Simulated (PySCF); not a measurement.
C3H3ClF4, SMILES ClC[C@H](C(F)(F)F)F. Atoms are numbered in the order given.

```xyz
11

F     -0.4210    -0.1867    -1.7647
C     -0.2768    -0.7735    -0.5350
C     -1.4647    -0.4761     0.3513
Cl    -1.7104     1.2698     0.6480
C      1.0822    -0.3512     0.0213
F      1.2048    -0.7914     1.2873
F      1.2604     0.9658     0.0088
F      2.0631    -0.9069    -0.7044
H     -0.2232    -1.8721    -0.6642
H     -1.3401    -0.9786     1.3208
H     -2.3706    -0.8576    -0.1404
```

Coordinates come from a r2SCAN-D4/def2-SVP optimisation. The structure was generated by enumeration; whether it is a known compound was not checked. The values are those of a single conformer.

These are PBE0/def2-TZVP (PySCF) values and carry that method's errors.

ESP charges are fitted to the potential on shells at 1.4 to 2.0 van der Waals radii. Atomic charges (e):

```tsv
atom	Mulliken	Löwdin	ESP fit	IAO
F1	___	0.15	-0.17	-0.30
C2	0.08	-0.36	0.15	0.14
C3	___	-0.48	-0.50	-0.27
Cl4	-0.12	0.30	-0.05	-0.08
C5	___	-0.69	0.37	0.82
F6	-0.16	0.20	-0.14	-0.29
F7	-0.14	0.23	-0.10	-0.26
F8	-0.15	0.21	-0.16	-0.28
H9	0.11	0.16	0.13	0.17
H10	___	0.14	0.23	0.18
H11	___	0.14	0.25	0.18
```

Complete the blanks. (An estimate is asked for; the answer gives what the named calculation found.)


- F1, Mulliken: -0.19
- C3, Mulliken: -0.18
- C5, Mulliken: 0.43
- H10, Mulliken: 0.16
- H11, Mulliken: 0.16

Give the Mayer and Wiberg (Löwdin basis) orders of the bonds. (The exact figures need the calculation; the answer reports its results.)


| bond | Mayer | Wiberg |
|---|---|---|
| F1–C2 | 1.05 | 1.66 |
| C2–C3 | 1.00 | 1.26 |
| C3–Cl4 | 1.08 | 1.62 |
| C2–C5 | 0.99 | 1.09 |
| C5–F6 | 1.12 | 1.74 |
| C5–F7 | 1.18 | 1.80 |
| C5–F8 | 1.15 | 1.76 |
| C2–H9 | 0.93 | 0.80 |
| C3–H10 | 0.94 | 0.87 |
| C3–H11 | 0.95 | 0.87 |
